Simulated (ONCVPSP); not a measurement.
## selenium (Se), ONCV: configuration errors across variants

| Property | Result |
| --- | --- |
| Element | selenium (Se) |
| Generator | ONCVPSP 4.0.1 |
| Type | optimised norm-conserving Vanderbilt (ONCV) |
| Functional | LDA (Perdew-Wang 92) |
| Relativity | scalar-relativistic |
| Frozen core | [Ar] |
| Valence charge | 16 |
| Reference configuration | 3d10 4s2 4p4 |
| Partial waves | 4s: rc 1.55 bohr, ncon 5, nbas 10, qcut 4 1/bohr, 2 projectors, debl 3 Ha; 4p: rc 1.80 bohr, ncon 4, nbas 9, qcut 5.2 1/bohr, 2 projectors, debl 3.3 Ha; 3d: rc 0.95 bohr, ncon 4, nbas 9, qcut 19.4 1/bohr, 1 projector |
| Local potential | polynomial inside 0.85 bohr (lpopt 5, dvloc0 1 Ha) |
| Core correction | none |

All-electron excitation energies from the reference (eV): (1) 3d10 4s2 4p3 11.004; (2) 3d10 4s2 4p2 31.558; (3) 3d10 4s2 4p1 62.711; (4) 3d10 4s0 4p6 22.100.

A true bound ghost makes a file unfit for plane-wave use even where its test errors are small: the radial tests pick states by their node count and pass the ghost by.

Errors AE − PS in meV (a dash: test not solved or not reliable):

```json
{"change": "base", "(1)": "-1.8", "(2)": "-4.0", "(3)": "-2.2", "(4)": "-1.0", "bound ghosts": "s", "GHOST(+) flags above zero": "p"}
{"change": "p: qcut 3.3", "(1)": "-2.2", "(2)": "-7.6", "(3)": "-18", "(4)": "+13", "bound ghosts": "s", "GHOST(+) flags above zero": "p"}
{"change": "p: qcut 4.4", "(1)": "-2.0", "(2)": "-5.7", "(3)": "-9.5", "(4)": "+6.0", "bound ghosts": "s", "GHOST(+) flags above zero": "p"}
{"change": "p: qcut 4.8", "(1)": "-1.9", "(2)": "-4.8", "(3)": "-5.6", "(4)": "+2.4", "bound ghosts": "s", "GHOST(+) flags above zero": "p"}
{"change": "p: qcut 5.5", "(1)": "-1.8", "(2)": "-3.5", "(3)": "0.0", "(4)": "-3.2", "bound ghosts": "s", "GHOST(+) flags above zero": "p"}
{"change": "p: qcut 5.9", "(1)": "-1.7", "(2)": "-2.9", "(3)": "+2.4", "(4)": "-5.8", "bound ghosts": "s", "GHOST(+) flags above zero": "p"}
{"change": "p: qcut 6.6", "(1)": "-1.7", "(2)": "-2.3", "(3)": "+4.9", "(4)": "-8.8", "bound ghosts": "s", "GHOST(+) flags above zero": "p"}
{"change": "p: qcut 7.1", "(1)": "-1.6", "(2)": "-2.1", "(3)": "+5.9", "(4)": "-10", "bound ghosts": "s", "GHOST(+) flags above zero": "p"}
{"change": "p: qcut 7.8", "(1)": "-1.6", "(2)": "-2.0", "(3)": "+6.6", "(4)": "-11", "bound ghosts": "s", "GHOST(+) flags above zero": "p"}
```

Q: Give the same row for: p: qcut 3.6.

A: -2.2, -7.3, -16, +12; bound ghosts: s; GHOST(+) flags above zero: p.
